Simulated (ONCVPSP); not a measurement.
Reading a pseudo-wave (hafnium)

Columns: radius, all-electron u(r) and pseudo u(r) of the 5p shell (level -50.63 eV) of hafnium in the configuration [Kr] 4d10 4f14 5s2 5p6 5d2; PBE, scalar-relativistic, ONCV scheme, ONCVPSP 4.0.1.

```csv
r (bohr),all-electron,pseudo
0.143,0.3346,0.0179
0.285,-0.2524,0.0784
0.428,-0.4849,0.1975
0.570,-0.0943,0.3753
0.713,0.3951,0.5883
0.855,0.7480,0.7873
0.998,0.9388,0.9303
1.140,0.9992,0.9905
1.283,0.9744,0.9722
1.425,0.9006,0.9004
1.568,0.8026,0.8025
1.710,0.6981,0.6980
1.853,0.5956,0.5955
1.995,0.5017,0.5016
2.138,0.4175,0.4175
2.280,0.3450,0.3450
2.423,0.2827,0.2827
2.565,0.2307,0.2307
2.708,0.1870,0.1870
2.850,0.1513,0.1512
2.992,0.1219,0.1219
3.135,0.0977,0.0977
3.278,0.0781,0.0781
3.420,0.0624,0.0624
3.563,0.0497,0.0497
3.705,0.0395,0.0395
```

Question: How many radial nodes do the two functions have?

Answer: The all-electron 5p function has n − l − 1 = 3 (the table is too coarse to show those close to the nucleus); the pseudo-wave has 0, since the states of the same l below it are removed with the core.

Question: At about which radius was the pseudo-wave matched?

Answer: 1.65 bohr. The columns agree to 0.0005 from 1.43 bohr on; several derivatives are matched, so the curves merge somewhat inside the radius.

Question: Is the pseudo-wave norm-conserving?

Answer: Yes: the ONCV scheme keeps the norm inside the radius equal to the all-electron one, which fixes the energy derivative of the logarithmic derivative at the level.
